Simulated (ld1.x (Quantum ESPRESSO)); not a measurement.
**Transferability test, ultrasoft potential for palladium**

| Quantity | Value |
| --- | --- |
| Element | Pd (Z = 46) |
| Generator | ld1.x (Quantum ESPRESSO) 7.5 |
| Type | ultrasoft |
| Functional | PBE |
| Relativity | fully relativistic |
| Frozen core | [Kr] |
| Valence charge | 10 |
| Reference configuration | 4d8 5s0 5p0 (charge +2) |
| Partial waves | 5s (bound, empty): rcut 1.65, rcutus 2.20 bohr; 5s channel at 0.7 Ry: rcut 1.65, rcutus 2.20 bohr; 5p (bound, empty): rcut 2.60, rcutus 3.10 bohr; 5p channel at -0.25 Ry: rcut 2.60, rcutus 3.10 bohr; 4d (bound): rcut 1.70, rcutus 1.90 bohr; 4d channel at -0.95 Ry: rcut 1.70, rcutus 1.90 bohr |
| Local potential | all-electron potential smoothed inside 2.30 bohr (lloc = -2) |
| Core correction | none |
| Augmentation charge | PSQ, inside the norm-conserving radii |

Open shells are filled in proportion to 2j + 1 (rel_dist='average').

Energies are relative to the spin-unpolarised reference configuration 4d8 5s0 5p0; without spin polarisation the order of configurations can differ from experiment. The frozen-core shift is the all-electron ΔE with the core orbitals held at their reference shape minus the fully relaxed ΔE.

| valence configuration | charge | ΔE all-electron (eV) | error AE − PS (meV) | frozen-core shift (meV) |
| --- | --- | --- | --- | --- |
| 4d10 5s0 5p0 | 0 | -29.938 | -396 | +141 |
| 4d9 5s0 5p0 | +1 | -20.819 | -185 | +61 |
| 4d7 5s0 5p0 | +3 | 34.357 | -413 | +124 |
| 4d6 5s0 5p0 | +4 | 83.697 | -2117 | +639 |
| 4d9 5s1 5p0 | 0 | -28.435 | -55 | +51 |
| 4d9 5s0 5p1 | 0 | -24.701 | -114 | +54 |
| 4d9.5 5s0 5p0 | +0.5 | -26.702 | -312 | +106 |

Levels in the configuration 4d9 5s1 5p0:

```
   level  all-electron (eV)  pseudo (eV)
4d j=3/2             -6.973       -6.774
4d j=5/2             -6.503       -6.345
5s j=1/2             -4.355       -4.483
```
